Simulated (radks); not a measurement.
Results of a calculation; reference values are marked as such.
Species: the barium ion Ba18+. Configuration: [Kr] 4d2 (the NIST ground configuration). Level of theory: Dirac Kohn-Sham, exchange-only PBE, spin-unpolarised, spherical densities, finite nucleus; open shells fill j = l - 1/2 first; Fermi nuclear charge, rms radius 4.8378 fm (a radial shooting solver on a logarithmic mesh with Libxc functionals).

Spin-orbit splittings of the eigenvalues, e(l+1/2) - e(l-1/2), with zeta = 2 splitting/(2l+1) and mean radii in bohr:

| shell | occ. | splitting (eV) | zeta (eV) | <r> j=l-1/2 | <r> j=l+1/2 |
|---|---|---|---|---|---|
| 2p | 6 | 382.1 | 254.7 | 0.09188 | 0.09786 |
| 3p | 6 | 74.93 | 49.95 | 0.2796 | 0.2913 |
| 3d | 10 | 16.12 | 6.446 | 0.2615 | 0.2651 |
| 4p | 6 | 18.79 | 12.53 | 0.6436 | 0.6636 |
| 4d | 2 | 3.706 | 1.482 | 0.6823 | 0.6881 |
